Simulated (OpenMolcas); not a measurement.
# Levels of N III by method

```json
{
 "Program": "OpenMolcas",
 "Basis": "ANO-RCC-VTZP [4s3p2d1f]",
 "Scalar Hamiltonian": "DKH3, point nucleus",
 "Active space": "3 electrons in 4 orbitals (2s 2p)",
 "State averaging": "2S+1 = 4 odd, 1 root (0 in the spin-orbit step); 2S+1 = 2 odd, 3 roots; 2S+1 = 4 even, 3 roots; 2S+1 = 2 even, 6 roots",
 "Spin-orbit coupling": "state interaction with AMFI integrals over the reference wave functions, term energies averaged over their components"
}
```

Methods on the same reference wave functions:
A. CASSCF
B. SS-CASPT2, IPEA 0.25 Eh, imaginary shift 0.1 Eh (closed shells correlated: 1s)

Energies in cm⁻¹ above 2s² 2p ²P°_1/2, the measured ground level; measured values from Moore, Selected Tables of Atomic Spectra, NSRDS-NBS 3, section 5.

| Level | A | B | Measured |
| --- | --- | --- | --- |
| 2s² 2p ²P°_1/2 | 0.0 | 0.0 | 0.0 |
| 2s² 2p ²P°_3/2 | 166 | 166 | 174 |
| 2s 2p² ⁴P_1/2 | 51914 | 55605 |  |
| 2s 2p² ⁴P_3/2 | 51971 | 55662 | 57247 |
| 2s 2p² ⁴P_5/2 | 52066 | 55758 | 57328 |
| 2s 2p² ²D_3/2 | 107386 | 101193 | 101031 |
| 2s 2p² ²D_5/2 | 107386 | 101193 | 101024 |

Deviations, from unrounded energies. A percentage is the sum of absolute deviations over the sum of measured energies, with the sign that they share, or ± where signs differ.

```json
{"Against measurement": "mean absolute deviation (cm-1)", "Levels": "5", "A": "4700", "B": "700"}
{"Against measurement": "fine structure of the ground term (%)", "Levels": "1", "A": "-4.9", "B": "-4.9"}
{"Against measurement": "other configurations (%)", "Levels": "4", "A": "±7.3", "B": "±1.1"}
```

B lies closest to measurement on these levels. The largest miss of B in the table is 2s 2p² ⁴P_3/2, by -1600 cm-1. The ranking rests on the paired levels alone, and a cruder setting can come out closer through cancelling errors.

The lowest spin-free term lies below A's lowest term by 0.039 hartree in B.

Computed and measured levels are paired by configuration, term and J; levels that our copy of the source lacks, or whose pairing is in doubt (as where it misses far off the trend of its configuration), stay unpaired and out of the deviations. Only configurations of the active space appear. Levels that lie high or do not pair safely by name in every column are left out.

° marks odd parity.
